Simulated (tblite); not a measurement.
Record of a relaxation.

Compound: C6H11ClO2Si.
Numbering: `[CH3:1][C:2]([CH3:3])=[C:4]([CH:5]=[O:6])[O:7][CH2:8][SiH2:9][Cl:10]` (hydrogens: H11, H12, H13 on C1; H14, H15, H16 on C3; H17 on C5; H18, H19 on C8; H20, H21 on Si9)

Computed with GFN2-xTB (tblite), gas phase: L-BFGS steps from a force-field or distance-geometry start until the largest atomic force falls under 0.01 eV/Å. 4 of its 188 geometries are shown.

Step 0: E = -893.9592 eV, largest atomic force 3.046 eV/Å
```
atom  x, y, z in Å  |  force x, y, z in eV/Å
C1     -2.815   -0.021   -0.088   -1.254   0.951   0.036
C2     -1.411    0.411    0.041   -0.246   1.082   0.990
C3     -1.162    1.619    0.908   -0.607  -0.454   0.443
C4     -0.414   -0.235   -0.546    1.201  -2.017  -0.969
C5     -0.678   -1.434   -1.362   -3.014  -0.424  -0.130
O6     -1.836   -1.882   -1.560    2.794   0.717   0.259
O7      0.918    0.133   -0.431   -0.060   0.394  -0.258
C8      1.795   -0.749    0.269   -1.313  -0.584  -0.031
Si9     3.488    0.045    0.225    0.840   1.368  -0.454
Cl10    3.357    1.811   -0.872    0.105  -0.886   0.605
H11    -2.998   -1.037    0.291    0.156   0.345  -0.430
H12    -3.092    0.048   -1.173   -0.027  -0.338   0.994
H13    -3.470    0.684    0.503    0.499  -0.684  -0.640
H14    -2.041    2.285    0.772    0.841  -0.167   0.380
H15    -0.216    2.119    0.709   -0.193  -0.055  -0.170
H16    -1.117    1.230    1.958   -0.222   0.556  -0.657
H17     0.161   -1.940   -1.837    0.357   0.062  -0.020
H18     1.385   -0.862    1.283    0.214  -0.171   0.032
H19     1.801   -1.759   -0.193   -0.076   0.361   0.172
H20     4.416   -0.827   -0.492    0.029   0.015   0.088
H21     3.919    0.379    1.594   -0.025  -0.070  -0.238
```

Step 62: E = -894.3983 eV, largest atomic force 0.026 eV/Å
```
atom  x, y, z in Å  |  force x, y, z in eV/Å
C1     -2.841   -0.049    0.021   -0.014  -0.002   0.000
C2     -1.412    0.370    0.068   -0.008  -0.008  -0.001
C3     -1.091    1.575    0.887   -0.003  -0.011  -0.007
C4     -0.452   -0.298   -0.612    0.009  -0.001   0.009
C5     -0.703   -1.443   -1.475    0.003   0.010   0.002
O6     -1.762   -2.002   -1.646    0.025  -0.004  -0.006
O7      0.868    0.135   -0.566    0.012   0.003  -0.014
C8      1.703   -0.669    0.260    0.006   0.001  -0.001
Si9     3.464    0.096    0.220    0.006  -0.010   0.006
Cl10    3.406    1.857   -0.718   -0.005  -0.002   0.023
H11    -2.953   -1.058    0.415    0.000  -0.001   0.005
H12    -3.193   -0.089   -1.008   -0.002   0.005  -0.003
H13    -3.463    0.633    0.594   -0.002   0.012  -0.006
H14    -1.643    2.434    0.505   -0.002   0.002  -0.007
H15    -0.028    1.801    0.858    0.004   0.003  -0.001
H16    -1.404    1.415    1.919    0.004   0.000   0.014
H17     0.208   -1.768   -2.018   -0.021  -0.013   0.003
H18     1.296   -0.694    1.280    0.004   0.001   0.001
H19     1.712   -1.706   -0.098   -0.011   0.000   0.004
H20     4.371   -0.806   -0.488   -0.012   0.010  -0.007
H21     3.908    0.282    1.602    0.009   0.005  -0.015
```

Step 125: E = -894.4719 eV, largest atomic force 0.048 eV/Å
```
atom  x, y, z in Å  |  force x, y, z in eV/Å
C1     -2.835   -0.020   -0.053    0.005  -0.001  -0.005
C2     -1.398    0.374   -0.025   -0.017   0.020   0.014
C3     -1.061    1.638    0.694    0.009  -0.009   0.015
C4     -0.437   -0.376   -0.611    0.000  -0.024   0.033
C5     -0.682   -1.618   -1.329   -0.023  -0.008  -0.002
O6     -1.741   -2.192   -1.441   -0.006  -0.002  -0.009
O7      0.892    0.035   -0.587   -0.012   0.010  -0.004
C8      1.686   -0.641    0.382    0.021   0.014   0.002
Si9     3.427    0.115    0.178   -0.009   0.010  -0.023
Cl10    3.359    2.029    0.769   -0.009  -0.028   0.017
H11    -2.992   -0.918    0.544    0.012   0.001   0.006
H12    -3.147   -0.275   -1.064    0.007   0.003  -0.021
H13    -3.462    0.779    0.333    0.006   0.004   0.009
H14    -1.659    2.464    0.312    0.025  -0.035  -0.021
H15    -0.007    1.879    0.591    0.000   0.031  -0.018
H16    -1.297    1.525    1.753   -0.025   0.008   0.014
H17     0.234   -2.020   -1.807    0.008   0.009  -0.002
H18     1.268   -0.482    1.385    0.001  -0.008   0.004
H19     1.680   -1.722    0.202    0.003  -0.001  -0.013
H20     3.788    0.073   -1.232   -0.001  -0.006  -0.034
H21     4.373   -0.630    1.005    0.004   0.012   0.038
```

Step 187: E = -894.4803 eV, largest atomic force 0.009 eV/Å
```
atom  x, y, z in Å  |  force x, y, z in eV/Å
C1     -2.840    0.004   -0.036    0.000  -0.002  -0.001
C2     -1.399    0.380    0.001    0.003   0.002  -0.003
C3     -1.063    1.681    0.647    0.004   0.002   0.002
C4     -0.441   -0.404   -0.546    0.002   0.002  -0.006
C5     -0.705   -1.655   -1.242   -0.002  -0.002   0.006
O6     -1.773   -2.213   -1.347    0.001  -0.004  -0.001
O7      0.884    0.013   -0.541    0.001   0.003  -0.003
C8      1.742   -0.738    0.312    0.000  -0.001  -0.004
Si9     3.423    0.156    0.179    0.005   0.003   0.005
Cl10    3.221    1.971    1.004   -0.004   0.003   0.002
H11    -3.009   -0.909    0.535   -0.001  -0.003   0.007
H12    -3.153   -0.218   -1.055   -0.001  -0.004  -0.004
H13    -3.457    0.801    0.371    0.000   0.004  -0.002
H14    -1.529    2.495    0.092    0.001  -0.002   0.007
H15     0.011    1.847    0.672    0.000   0.000  -0.001
H16    -1.461    1.704    1.662    0.002   0.002  -0.005
H17     0.203   -2.077   -1.720   -0.005   0.005   0.001
H18     1.344   -0.743    1.335   -0.001   0.000   0.005
H19     1.800   -1.783   -0.012   -0.001  -0.005  -0.007
H20     3.762    0.306   -1.230   -0.002  -0.001  -0.004
H21     4.432   -0.600    0.919   -0.001  -0.001   0.005
```

**Question.** Summarise the path.

**Answer.** The energy falls by 12.02 kcal/mol from step 0 to step 187; nine tenths of that is first reached at step 86. It rises by more than 0.2 meV at steps 82 and 123. The largest force goes from 3.046 to 0.009 eV/Å. Among the bonds Si9–Cl10 changes most, from 2.082 to 2.004 Å; the atoms move by 0.672 Å rms after alignment.

**Question.** Follow the three bonds and two angles with the largest change from start to end.

**Answer.** 
```
step  E above end (kcal/mol)  largest force (eV/Å)  Si9–Cl10 (Å)  C5=O6 (Å)  C1–H13 (Å)  C4–C5–H17 (°)  H11–C1–H12 (°)
   0                   12.02                 3.046         2.082      1.257       1.129          118.8           110.5
   8                    3.18                 0.216         2.001      1.212       1.087          113.5           104.7
  16                    2.57                 0.094         1.998      1.211       1.086          112.3           106.1
  24                    2.41                 0.046         1.997      1.210       1.086          112.9           105.8
  33                    2.27                 0.083         1.999      1.210       1.086          113.0           106.1
  41                    2.11                 0.061         1.996      1.210       1.086          112.2           106.3
  49                    1.98                 0.050         1.995      1.210       1.086          112.4           105.8
  57                    1.91                 0.054         1.995      1.210       1.087          112.6           106.1
  65                    1.88                 0.021         1.995      1.210       1.087          112.4           106.0
  73                    1.86                 0.041         1.997      1.210       1.087          112.5           106.0
  81                    1.61                 0.132         1.996      1.210       1.087          112.0           106.1
  89                    1.04                 0.101         1.999      1.210       1.088          112.3           106.4
  98                    0.65                 0.061         2.004      1.210       1.087          111.8           106.2
 106                    0.52                 0.053         2.004      1.210       1.087          112.2           106.2
 114                    0.45                 0.066         2.005      1.210       1.087          112.1           106.1
 122                    0.24                 0.079         2.007      1.210       1.087          112.8           106.1
 130                    0.15                 0.028         2.003      1.210       1.087          112.4           106.1
 138                    0.13                 0.027         2.003      1.210       1.087          112.2           106.1
 146                    0.10                 0.025         2.004      1.210       1.087          112.4           106.0
 154                    0.08                 0.024         2.003      1.210       1.087          112.3           106.0
 163                    0.06                 0.019         2.003      1.210       1.087          112.5           105.9
 171                    0.04                 0.023         2.003      1.210       1.087          112.3           106.1
 179                    0.02                 0.024         2.005      1.210       1.086          112.5           106.0
 187                    0.00                 0.009         2.004      1.210       1.087          112.6           106.0
```

What follows is the cost of the whole relaxation. On Arm Neoverse V1, one thread (shared host), this took 2.1 s of wall time.
